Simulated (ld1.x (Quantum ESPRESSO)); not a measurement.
Values are calculated unless marked as measured or tabulated.
# Potentials for N compared

Generated with ld1.x 7.5 (TM, RRKJ, ultrasoft, PAW), atompaw 4.2 or ONCVPSP 4.0.1. The cutoff is in Ry: for ld1.x and atompaw files where the sum of valence levels is converged to 10 mRy in a Bessel basis, for ONCV files where the hardest occupied wave has 1 mHa per electron of residual kinetic energy. The error is the largest all-electron minus pseudo excitation energy over each file’s own four to seven test configurations (ionisations up to +4, promotions, holes and added fractions of an electron), all of which were solved. The labels leave out finer settings (local radius, basis sizes, second energies), which also bear on the numbers. Spin-polarised tests are not counted. The rows are a selection from randomly drawn settings: files with unsolved tests, undetermined cutoffs or missed reference levels are left out.

| potential | cutoff (Ry) | largest error (meV) | bound ghosts |
| --- | --- | --- | --- |
| PAW, PW91, scalar-relativistic, rc 1.00/2.08/1.80 (spd), local d, core correction yes, reference 2s1.5 2p3.5 | 15 | -34 | none |
| PAW, PBEsol, scalar-relativistic, rc 1.05/1.90 (sp), local smoothed, core correction yes, reference 2s2 2p3 | 18 | -32 | none |
| TM, PBE, non-relativistic, rc 0.70/1.20/1.30 (spd), local s, core correction no, reference 2s2 2p3 | 140 | +447 | none |
| PAW, LDA (PZ), scalar-relativistic, rc 0.90/2.20/2.00 (spd), local d, core correction yes, reference 2s1 2p4 | 30 | +89 | none |
| TM semilocal, PBE, scalar-relativistic, rc 0.70/1.75 (sp), local p, core correction no, reference 2s1 2p4 | 110 | +1440 | none |
| ultrasoft, LDA (PZ), fully relativistic, rc 1.20/1.45/1.50 (spd), local smoothed, core correction no, reference 2s2 2p3 | 30 | +576 | none |
| RRKJ, PBE, non-relativistic, rc 0.80/1.95/1.55 (spd), local p, core correction no, reference 2s2 2p3 | 60 | +2491 | none |

**Question.** Fill in the row for N: ultrasoft, PBEsol, non-relativistic, rc 1.10/1.55/1.50 (spd), local smoothed, core correction yes, reference 2s2 2p3.

**Answer.** cutoff 30 Ry, largest error +334 meV, bound ghosts: none.
